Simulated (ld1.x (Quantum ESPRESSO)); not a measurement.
## Zn: excitation energies, all-electron against TM

Zn, norm-conserving Troullier–Martins (Kleinman–Bylander form), made with ld1.x (Quantum ESPRESSO) 7.5 (PBE, scalar-relativistic). Core [Ar], reference 3d10 4s1 4p0 (charge +1). Waves: 4s (bound): rc 1.80 bohr; 4p (bound, empty): rc 1.95 bohr; 3d (bound): rc 0.85 bohr. Local part: all-electron potential smoothed inside 0.75 bohr (lloc = -2). Core correction: Bessel-smoothed model core inside 0.65 bohr.

Energies are relative to the spin-unpolarised reference configuration 3d10 4s1 4p0; without spin polarisation the order of configurations can differ from experiment. Not all tests gave a result: 1 of 7 tests not solved or not reliable. Left out of the table: 3d9 4s2 4p1 (solver errors, printed error -3.3 eV).

```
valence configuration  charge  ΔE all-electron (eV)  error AE − PS (meV)
         3d10 4s2 4p0       0                -9.888                 -6.4
          3d9 4s0 4p0      +3                58.977                 -120
          3d8 4s0 4p0      +4               120.791                 -849
         3d10 4s0 4p1      +1                 6.324                 -0.5
       3d10 4s1.5 4p0    +0.5                -5.948                 -1.8
```

Task: What are ΔE and the potential's error for 3d10 4s0 4p0?

Result: ΔE = 18.443 eV all-electron; the error (AE − PS) is -20 meV.

Levels in the configuration 3d10 4s0 4p0:

```
level  all-electron (eV)  pseudo (eV)
   3d            -30.856      -30.788
```

Note: ghost states, extra bound levels that the all-electron valence spectrum of the same l lacks: s at -134.8 eV, p at -3.5 eV. A true bound ghost makes a file unfit for plane-wave use.
